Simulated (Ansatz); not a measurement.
The molecule Li2-, multiplicity 2 (lowest of 2S+1 = 2, 4 at CCSD(T)/def2-TZVPP on PBE0 minima; our sources give no spin for the ground state, which may be another). The T1 diagnostic near the minimum is 0.151, so single-reference values are doubtful.

Seven points along R, fitted to fifth degree in 1/R; most abundant isotopes. In def2 and cc sets the state is the lowest found near the PBE0 minimum, followed along R.

Correlated levels freeze the inner cores; with def2 sets outer-core shells near the valence are correlated too.

Codes used: Ansatz (Gaussian orbitals). Values without a source in brackets are computed.

What bond length and harmonic frequency does SVWN5/def2-TZVPP give?

r_e = 3.088 Å, ω_e = 214 cm⁻¹.

What bond length and harmonic frequency does B2PLYP/def2-TZVPP give?

r_e = 3.138 Å, ω_e = 206 cm⁻¹.

What bond length and harmonic frequency does CCSD(T)/def2-TZVPP give?

r_e = 3.128 Å, ω_e = 217 cm⁻¹.

Doubts at one or more of the structures used: a spin-contaminated determinant (B2PLYP/def2-TZVPP, CCSD(T)/def2-TZVPP); T1 above 0.05 (CCSD(T)/def2-TZVPP).

Ansatz is a program for electronic structure.
